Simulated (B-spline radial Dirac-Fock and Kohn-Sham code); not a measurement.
**Elastic and transport cross sections of arsenic for electrons**

Level of theory: relativistic (Dirac) partial waves in the static field of the Dirac-Fock atom with Furness-McCarthy exchange, without polarisation or absorption potentials; a radial finite-basis atomic code. Below a few hundred eV the neglected polarisation potential matters, most of all at small angles. σ_tr1 and σ_tr2 weight the cross section with 1 − P₁ and 1 − P₂ of cos θ; "backward" is the share scattered beyond 90°.

```
energy (eV)  σ (a₀²)  σ_tr1 (a₀²)  σ_tr2 (a₀²)  σ/σ_tr1  backward (%)
         50     23.9         5.00         8.29     4.78           4.0
       72.6        ?            ?            ?        ?             ?
       90.1     18.6         5.80         8.22     3.20            12
        100     18.0         5.94         8.12     3.03            14
        107     17.6         6.01         8.01     2.93            15
        110     17.5         6.03         7.95     2.90            16
        145     16.1         6.04         7.04     2.66            19
        200     14.4         5.57         5.50     2.59            20
        203     14.4         5.54         5.43     2.59            20
        204     14.3         5.53         5.40     2.59            20
        218     14.0         5.37         5.08     2.60            20
        256     13.1         4.94         4.32     2.66            19
        300     12.3         4.46         3.67     2.75            18
        302     12.2         4.44         3.65     2.76            17
        325     11.9         4.21         3.39     2.81            17
        457     10.1         3.15         2.47     3.20            14
```

Problem. Fill in the row for 72.6 eV.

Solution. σ = 20.1 a₀², σ_tr1 = 5.43 a₀², σ_tr2 = 8.20 a₀², σ/σ_tr1 = 3.70, backward 8.3 %. The ratio σ/σ_tr1 is roughly the number of elastic collisions that randomise the direction.

Values without a named source are computed, but for edge energies of neutral atoms, which are taken from tables.
